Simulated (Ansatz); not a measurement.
Consider the ligand exchange at a Ga–Br bond: `[Cl][Ga]([Cl])[Br]` + NH₃ → `[NH2][Ga]([Cl])[Cl]` + HBr.

Program: Ansatz. Geometries: PBE0-D4/def2-TZVP. ΔE: electronic, gas phase. CCSD(T)/CBS adds triple-zeta CCSD(T) − MP2 to the extrapolated MP2 energy (def2 sets, frozen cores). This one scheme is used for every species. DFT in def2-TZVPP. HSE06 is defined as in plane-wave codes. For Br, Ga outer-core shells are correlated without core-valence functions, which leaves a few kJ/mol of doubt a bond. Scalar relativity is left out up to krypton. Each species was taken in one conformer, which may not be the lowest.

| level | ΔE (kJ/mol) | difference from CCSD(T)/CBS |
| --- | --- | --- |
| LDA (SPW92) | 67.4 | -6.2 |
| r2SCANh-D4 | 80.0 | 6.4 |
| BHLYP-D4 | 83.1 | 9.5 |
| ωB97X-V | 75.0 | 1.4 |
| r2SCAN0 | 81.2 | 7.6 |
| HSE06 | 81.2 | 7.6 |
| LC-ωPBE | 69.9 | -3.7 |
| CCSD(T)/def2-SVP | 70.2 | -3.4 |
| HF/CBS(def2) | 83.7 | 10.1 |
| CCSD/CBS(def2) | 73.7 | 0.1 |
| CCSD(T)/CBS | 73.6 | 0 |

Largest T1 diagnostic among the species: 0.011.

In def2-TZVPP, CCSD(T) changes the Hartree–Fock value by −11.7 kJ/mol (the triples alone add −0.1 kJ/mol) and MP2 by −9.8 kJ/mol. From BLYP to BHLYP (50 % exact exchange), in def2-TZVPP and without D4, ΔE moves by +3.7 kJ/mol. At CCSD(T), def2-SVP lies −3.4 kJ/mol from the extrapolated value and def2-TZVPP +0.4 kJ/mol.
